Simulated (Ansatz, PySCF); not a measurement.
Reaction (SMILES): F[SiH2]N[SiH3] + N (NH3) + [SiH4] (SiH4) → F[SiH3] [fluorosilane] + 2 N[SiH3]
Each molecule is optimised on its own at B3LYP-D3(BJ)/def2-TZVP (Ansatz, a first-principles code), one conformer each, not searched for the lowest. Frequencies are from Ansatz or PySCF.

Quantity: bond separation energy (enthalpy at 298 K, with B3LYP-D3(BJ) rigid-rotor harmonic-oscillator terms), in kcal/mol. Correlated levels leave the core frozen unless marked. Spin-orbit coupling is left out. Non-relativistic. Basis-set limits of correlation are two-point, X^-3; Hartree-Fock from the larger set. The bracket is a focal-point correction in the basis named.

```json
[
 {"level": "HF/6-31G*", "program": "Ansatz", "bond separation energy (kcal/mol)": "9.8", "minus last row": "-0.5"},
 {"level": "HF/aug-cc-pV(D+d)Z", "program": "Ansatz", "bond separation energy (kcal/mol)": "8.2", "minus last row": "-2.1"},
 {"level": "HF/cc-pV(Q+d)Z", "program": "Ansatz", "bond separation energy (kcal/mol)": "7.8", "minus last row": "-2.5"},
 {"level": "RI-HF/aug-cc-pV(Q+d)Z", "program": "Ansatz", "bond separation energy (kcal/mol)": "7.9", "minus last row": "-2.4"},
 {"level": "PBE/def2-TZVPD", "program": "Ansatz", "bond separation energy (kcal/mol)": "9.6", "minus last row": "-0.7"},
 {"level": "BLYP-D3(BJ)/def2-TZVPD", "program": "Ansatz + dftd3", "bond separation energy (kcal/mol)": "10.4", "minus last row": "0.1"},
 {"level": "revPBE-D3(BJ)/def2-TZVPD", "program": "Ansatz + dftd3", "bond separation energy (kcal/mol)": "10.5", "minus last row": "0.2"},
 {"level": "r2SCAN-D3(BJ)/def2-TZVPD", "program": "Ansatz + dftd3", "bond separation energy (kcal/mol)": "10.3", "minus last row": "0.0"},
 {"level": "r2SCANh-D4/def2-TZVPD", "program": "Ansatz + dftd4", "bond separation energy (kcal/mol)": "10.3", "minus last row": "0.0"},
 {"level": "HSE06/def2-TZVPD", "program": "Ansatz", "bond separation energy (kcal/mol)": "9.5", "minus last row": "-0.8"},
 {"level": "CAM-B3LYP/def2-TZVPD", "program": "Ansatz", "bond separation energy (kcal/mol)": "8.8", "minus last row": "-1.5"},
 {"level": "wB97X-V/def2-TZVPD", "program": "Ansatz", "bond separation energy (kcal/mol)": "9.8", "minus last row": "-0.5"},
 {"level": "B2PLYP/def2-TZVPD", "program": "Ansatz", "bond separation energy (kcal/mol)": "9.4", "minus last row": "-0.9"},
 {"level": "PBE-QIDH/def2-TZVPD", "program": "Ansatz", "bond separation energy (kcal/mol)": "9.9", "minus last row": "-0.4"},
 {"level": "RPA@PBE/cc-pV(T+d)Z", "program": "Ansatz", "bond separation energy (kcal/mol)": "10.4", "minus last row": "0.1"},
 {"level": "MP2/cc-pV(D+d)Z", "program": "Ansatz", "bond separation energy (kcal/mol)": "11.3", "minus last row": "1.0"},
 {"level": "MP2/cc-pwCVTZ", "program": "Ansatz", "bond separation energy (kcal/mol)": "10.2", "minus last row": "-0.1"},
 {"level": "RI-MP2/aug-cc-pV(T+d)Z", "program": "Ansatz", "bond separation energy (kcal/mol)": "10.5", "minus last row": "0.2"},
 {"level": "CCSD/STO-3G", "program": "Ansatz", "bond separation energy (kcal/mol)": "13.2", "minus last row": "2.9"},
 {"level": "CCSD/aug-cc-pV(T+d)Z", "program": "Ansatz", "bond separation energy (kcal/mol)": "10.5", "minus last row": "0.2"},
 {"level": "RI-MP2/CBS(aug-cc-pV(T+d)Z,aug-cc-pV(Q+d)Z)+[CCSD(T)-MP2]/aug-cc-pV(T+d)Z", "program": "Ansatz", "bond separation energy (kcal/mol)": "10.3", "minus last row": "0.0"}
]
```
